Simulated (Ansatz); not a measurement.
AgF3H6NPSi2, SMILES `F[P+](F)(F)[Ag-][N]([SiH3])[SiH3]`: the same geometry under several functionals.

```yaml
crystal:
  periodic: [false, false, false]
  atoms:
    - {symbol: F, position_ang: [-4.032371, 0.985612, 1.020466]}
    - {symbol: P, position_ang: [-2.620228, 1.528482, 1.341777]}
    - {symbol: F, position_ang: [-2.715860, 1.591175, 2.884107]}
    - {symbol: F, position_ang: [-2.828905, 3.022505, 1.003172]}
    - {symbol: Ag, position_ang: [-0.836279, 0.486420, 0.422855]}
    - {symbol: N, position_ang: [0.757830, -0.449689, -0.402899]}
    - {symbol: Si, position_ang: [1.758742, 0.461154, -1.445705]}
    - {symbol: Si, position_ang: [1.018443, -2.083585, 0.023135]}
    - {symbol: H, position_ang: [1.182837, 1.825759, -1.643097]}
    - {symbol: H, position_ang: [1.900863, -0.160785, -2.797305]}
    - {symbol: H, position_ang: [3.144736, 0.645842, -0.916794]}
    - {symbol: H, position_ang: [-0.097255, -2.568026, 0.891358]}
    - {symbol: H, position_ang: [2.286869, -2.297728, 0.784651]}
    - {symbol: H, position_ang: [1.080576, -2.987136, -1.165732]}
basis:
  gaussian: {orbitals: def2-TZVPP}
hamiltonian: {xc: pbe0, dispersion: d4}
output: {orbitals: {seedname: orbitals}}
```

```sh
$ ansatz run in.yaml --threads 4 --pin off --events-out ev --progress --plain --max-ram 66560MiB --backend cuda --devices 0, --max-vram 37GiB
```

It prints (some lines left out):

```
Functional definition: PBE0
2245 factors; their error is unknown
mean field evaluation 1: about -38759.8625 eV, gradient 8.2e1 eV
mean field evaluation 2: about -38645.1863 eV, gradient 2.2e2 eV
mean field evaluation 4: about -38771.5736 eV, gradient 1.5e1 eV
mean field evaluation 8: about -38771.8806 eV, gradient 2.2e-1 eV
mean field evaluation 16: about -38771.9784 eV, gradient 3.8e-4 eV
mean field -38771.97839391 eV, -1424.8439253853 hartree, gradient 4.9e-5 eV, S^2 0.000000; 0 other end points of the search recorded, 0 dependent functions left out
reference -38771.97843815 eV, -1424.8439270113 hartree; 51, 51 occupied and 339, 339 virtual orbitals, 2245 factors
Total energy: -38772.35809332 eV, -1424.8578790812 hartree
```

Hardware: 4 threads of an AMD EPYC 7R13 on a shared host and a share of an NVIDIA H100 80 GB. Wall time 4.2 s, peak host memory 0.89 GiB.

Changing it to `hamiltonian: {xc: {name: CAM-B3LYP}, dispersion: d4}` (abridged; 4.5 s):

```
Functional definition: CAM-B3LYP
mean field evaluation 16: about -38789.3051 eV, gradient 3.6e-4 eV
mean field -38789.30505686 eV, -1425.4806685045 hartree, gradient 7.4e-5 eV, S^2 0.000000
Total energy: -38789.69926386 eV, -1425.4951553445 hartree
```

The same input with `hamiltonian: {xc: {name: B97M-V}}` (abridged; 6 s):

```
Functional definition: B97M-V
mean field evaluation 16: about -38782.1994 eV, gradient 7.0e-4 eV
mean field -38782.19935563 eV, -1425.2195388004 hartree, gradient 5.5e-5 eV, S^2 0.000000
Total energy: -38782.19944841 eV, -1425.2195422102 hartree
```

Changing it to `hamiltonian: {xc: {name: LC-wPBE}}` (abridged; 4.6 s):

```
Functional definition: LC-wPBE
mean field evaluation 16: about -38779.5248 eV, gradient 4.5e-4 eV
mean field -38779.52483990 eV, -1425.1212521604 hartree, gradient 2.3e-5 eV, S^2 0.000000
Total energy: -38779.52483991 eV, -1425.1212521608 hartree
```

With the line `hamiltonian: {xc: {name: B2PLYP}}` (abridged; 5 s):

```
Functional definition: B2PLYP
mean field evaluation 16: about -38756.3239 eV, gradient 9.8e-4 eV
mean field -38756.32387276 eV, -1424.2686323440 hartree, gradient 6.8e-6 eV, S^2 0.000000
19 core orbitals not correlated, not the lowest: weight in the atoms' cores, before any rotation towards them, 1.000 or more for the frozen orbitals, at most 0.000 for the correlated occupied ones
second order -67.01309491 eV of doubles, -0.00000000 eV of singles
Total energy: -38774.41762662 eV, -1424.9335655340 hartree
```

The same input with `hamiltonian: {xc: {name: PBE-QIDH}}` (abridged; 7 s):

```
Functional definition: PBE-QIDH
mean field evaluation 16: about -38741.7780 eV, gradient 7.0e-4 eV
mean field -38741.77795793 eV, -1423.7340798336 hartree, gradient 9.1e-6 eV, S^2 0.000000
19 core orbitals not correlated, not the lowest: weight in the atoms' cores, before any rotation towards them, 1.000 or more for the frozen orbitals, at most 0.000 for the correlated occupied ones
second order -62.69612484 eV of doubles, -0.00000000 eV of singles
Total energy: -38762.67668384 eV, -1424.5020938452 hartree
```
